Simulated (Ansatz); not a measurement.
# A geometry optimisation of AlF2HNSi with B3LYP-D3(BJ)/def2-SVP

The starting geometry of this gas-phase doublet was optimised with GFN2-xTB; its bonds are those of `[F][Al]1[NH][Si]1F`.

```xyz
6

Al   -1.6064   -2.1002    2.3803
F    -2.5154   -3.0561    1.3499
F     1.5197   -0.4234    4.2362
N     0.2382   -2.0406    2.6403
Si   -0.0186   -0.7762    3.7624
H     1.1495   -2.4135    2.3984
```

Q: Where would you expect an optimisation with B3LYP-D3(BJ)/def2-SVP to take it?

A: A bond breaks, giving a structure given below by its coordinates. Contacts that open: Al1–Si5 (2.49 → 3.18 Å).

The energy falls by 0.55 eV over 10 steps:

```csv
step,E − E(last) (eV)
1,0.552
2,0.357
3,0.172
4,0.095
5,0.029
6,0.006
7,0.003
8,0.000
9,0.000
10,0.000
```

Final geometry (Å):

```
atom    x (Å)    y (Å)   z (Å)
  Al  -1.8491  -2.1604  2.2791
   F  -1.9577  -3.3831  1.1447
   F   1.8961  -0.7257  4.0217
   N  -0.1773  -1.7376  2.8554
  Si   0.2587  -0.5265  4.0198
   H   0.5964  -2.2766  2.4466
```

Frequencies at the end are all real (lowest 76 cm⁻¹). Open shells are spin-unrestricted. Run with Ansatz 0.2.0, 30 s on 2 threads of Arm Neoverse V1, with other jobs on the host.
